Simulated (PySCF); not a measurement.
Delta-SCF ions had no search for a lower state. Excitations are Tamm–Dancoff values on a coarser integration grid. The basis has no diffuse functions, so Rydberg states are missing or too high.

**C₅H₁₃GaO, SMILES `C[CH2][Ga]([CH2]C)[O]C` (charge 0, multiplicity 1)**

The numbers are results of PBE0-D3(BJ)/def2-TZVP // PBE0-D3(BJ)/def2-SVP (PySCF), not measurements.

The HOMO is -6.95 eV and the dipole moment is 1.47 D. The HOMO–LUMO gap is 6.68 eV, the LUMO is -0.27 eV and the S1 excitation (TDA) comes out as 5.25 eV. The S1 oscillator strength is 0.000, the brightest of the four lowest singlets (TDA) comes out as 6.33 eV and the T1 excitation (TDA) comes out as 4.99 eV. The S1–T1 gap (TDA) comes out as 0.26 eV and the vertical ionisation energy (Delta-SCF) comes out as 8.67 eV. The total energy is -2197.9855 Ha and the cost comes out as about 11 core-minutes (a rough figure).

```xyz
20

C      3.1297    -0.2897     0.2999
C      1.9453    -1.2505     0.2988
Ga     0.1765    -0.4214     0.0532
C     -0.1887     1.5004    -0.2394
C     -1.6288     1.9818    -0.3726
O     -1.1220    -1.6574     0.1256
C     -2.5030    -1.5583     0.0119
H      3.0541     0.4577     1.1064
H      4.0899    -0.8138     0.4389
H      3.2062     0.2724    -0.6451
H      1.8982    -1.8253     1.2399
H      2.0521    -2.0109    -0.4942
H      0.3213     2.0247     0.5894
H      0.3960     1.7738    -1.1370
H     -1.6825     3.0717    -0.5328
H     -2.2219     1.7606     0.5285
H     -2.1450     1.5067    -1.2212
H     -2.8659    -2.1006    -0.8821
H     -2.8755    -0.5199    -0.0643
H     -2.9986    -2.0181     0.8878
```
